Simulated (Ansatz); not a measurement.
`O[P](O)[GeH3]` + `O[SiH3]` → `[SiH3][O][GeH3]` + `OPO`  (cleavage of the Ge–P bond)

Program: Ansatz. Geometries: PBE0-D4/def2-TZVP. ΔE: electronic, gas phase. CBS: MP2 limit from def2 TZ/QZ plus the TZ coupled-cluster correction, frozen cores. Functionals use def2-TZVPP. B3LYP here is the variant with VWN-RPA as its local correlation; programs differ in this. HSE06 is defined as in plane-wave codes. For Ge outer-core shells are correlated without core-valence functions, which leaves a few kJ/mol of doubt a bond. Scalar relativity is left out up to krypton. Each species was taken in one conformer, which may not be the lowest.

```
             level  ΔE (kJ/mol)  difference from CCSD(T)/CBS
       LDA (SPW92)         -7.6                         24.8
            PBE-D4        -11.2                         21.2
         revPBE-D4        -12.4                         20.0
           BLYP-D4        -22.2                         10.2
         r2SCAN-D4        -24.4                          8.0
            B97M-V        -32.0                          0.4
           PBE0-D4        -20.0                         12.4
          B3LYP-D4        -28.7                          3.7
        r2SCANh-D4        -26.0                          6.4
        r2SCAN0-D4        -28.5                          3.9
          HSE06-D4        -19.9                         12.5
          BHLYP-D4        -40.5                         -8.1
           ωB97X-V        -35.2                         -2.8
            B2PLYP        -36.4                         -4.0
          PBE-QIDH        -33.1                         -0.7
               PBE        -12.6                         19.8
            revPBE        -14.6                         17.8
              BLYP        -25.2                          7.2
            r2SCAN        -24.6                          7.8
              PBE0        -21.2                         11.2
             B3LYP        -31.1                          1.3
           r2SCAN0        -28.8                          3.6
             HSE06        -21.0                         11.4
             BHLYP        -42.7                        -10.3
         CAM-B3LYP        -37.5                         -5.1
           LC-ωPBE        -31.4                          1.0
RPA@PBE/def2-TZVPP        -42.4                        -10.0
       HF/def2-SVP        -62.0                        -29.6
      MP2/def2-SVP        -47.3                        -14.9
     CCSD/def2-SVP        -47.7                        -15.3
  CCSD(T)/def2-SVP        -45.1                        -12.7
     HF/def2-TZVPP        -63.3                        -30.9
SCS-MP2/def2-TZVPP        -47.5                        -15.1
   CCSD/def2-TZVPP        -41.6                         -9.2
CCSD(T)/def2-TZVPP        -38.0                         -5.6
     HF/def2-QZVPP        -65.4                        -33.0
SCS-MP2/def2-QZVPP        -45.5                        -13.1
      HF/CBS(def2)        -65.7                        -33.3
     MP2/CBS(def2)        -34.3                         -1.9
    CCSD/CBS(def2)        -36.1                         -3.7
       CCSD(T)/CBS        -32.4                            0
```

Largest T1 diagnostic among the species: 0.014.

Leaving LDA and LC-ωPBE aside and taking each functional with its dispersion term where it has one, the values spread over 29.2 kJ/mol, from BHLYP-D4 to PBE-D4. LDA lies +5.0 kJ/mol from PBE without D4. From r2SCAN to r2SCAN0 (25 % exact exchange), in def2-TZVPP and without D4, ΔE moves by −4.2 kJ/mol.
